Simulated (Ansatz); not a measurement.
Several settings on one geometry of [NbOF4]- (NbOF4⁻) (that of the charge -1 singlet, r2SCAN-D4/def2-SVPD). Ansatz on 4 threads of Arm Neoverse V1 on a shared host; times are rough.

```xyz
6

Nb    0.000    0.000    0.066
O     0.003   -0.007    1.788
F     1.862    0.013   -0.466
F    -0.012    1.865   -0.457
F    -1.864   -0.010   -0.461
F     0.011   -1.861   -0.470
```

Totals from different functionals, basis sets or treatments of relativity can't be compared as stabilities.

DK, ANO-RCC and x2c sets are all-electron and run with scalar relativity unless a key says otherwise. In the def2 sets Nb takes a core potential; there is no spin–orbit coupling. HSE06 is defined as in plane-wave codes, on full-range PBE exchange. A multiply charged anion in the gas phase is held together partly by the finite basis.

The spins typed aren't always the lowest for that charge.

(1) Give the basis size and estimate the energy, ⟨S²⟩ and time of these runs.

```json
{"run": "1", "method": "RKS SVWN5/def2-SVP", "charge": "-1", "state": "singlet", "further keys": "final_grid: {core_spheres: 5, valence_spheres: 4, degree: 11}; pseudopotentials: {relativity: none}; scf: {omitted_lower_state_checks: [starts]}"}
{"run": "2", "method": "RKS revPBE/def2-TZVPD", "charge": "-1", "state": "singlet", "further keys": "scf: {lower_state_search: off}"}
{"run": "3", "method": "UKS HSE06-D3(BJ)/cc-pVTZ-DK", "charge": "-2", "state": "doublet", "further keys": "point_charges: [{charge: 1.00, position_ang: [6.328, -0.301, 0.547]}]"}
{"run": "4", "method": "RKS ωPBEh/x2c-TZVPPall", "charge": "-1", "state": "singlet", "further keys": "–"}
```

## Answers

(1) 
```csv
run,functions,energy (Eh),⟨S²⟩,wall time
1,101,-528.4918,–,0.35 s
2,240,-532.1264,–,1.5 s
3,227,-4294.3214,0.75,18 s
4,234,-4294.4210,–,4.6 s
```

The highest occupied level of an anion often lies above zero with these methods, and sets without diffuse functions describe the outer electron poorly.
